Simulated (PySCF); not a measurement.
B(Cl)(Et)(OH) (C2H6BClO), SMILES CCB(O)Cl. Geometry optimised at PBE-D3(BJ)/def2-SVP. The structure was generated by enumeration, and PubChem lists no compound with its InChIKey, so it may never have been made. The values are those of a single conformer.

Computed equilibrium geometry at PBE-D3(BJ)/def2-SVP (PySCF confirms it by a frequency run) as a Z-matrix (one conformer of several):
```
C
H 1 1.1113
H 1 1.1167 2 104.75
C 1 1.5338 2 111.43 3 118.34
H 4 1.1085 1 111.22 2 -179.22
H 4 1.1087 5 107.81 1 -122.89
H 4 1.1094 5 106.97 6 -115.21
B 1 1.5724 2 108.18 3 -111.89
O 8 1.3582 1 120.67 2 20.46
H 9 0.9759 8 112.24 1 177.28
Cl 8 1.7996 9 118.33 10 -1.05
```
Charge 0, spin multiplicity 1.
